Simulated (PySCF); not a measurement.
Correlation energy of La (lanthanum, neutral)

[Xe] 5d1 6s1 6p1, one real determinant (an excited configuration). Calculation: PySCF 2.14, in x2c-TZVPPall; the spin-free X2C one-electron Hamiltonian (Gaussian nucleus). Frozen: [Kr] 4d10; 11 electrons correlated.

| level | correlation energy (mhartree) |
| --- | --- |
| CCSD | -200.09 |
| (T) | -6.30 |
| CCSD(T) | -206.39 |

Diagnostics: T1 = 0.023, D1 = 0.1007, largest double amplitude 0.053.

The real determinant used has ⟨L²⟩ near 8 against 12 for a pure F term, so it mixes terms. Spin-orbit coupling, absent here, splits the open shell strongly.

Cost of the coupled-cluster step: of the order of 30 core-seconds, for 11 correlated electrons.

The basis was made for the ground configuration and has no added diffuse functions, which can raise the energy of the promoted electron.

The reference is one real determinant that mixes LS terms of this configuration.
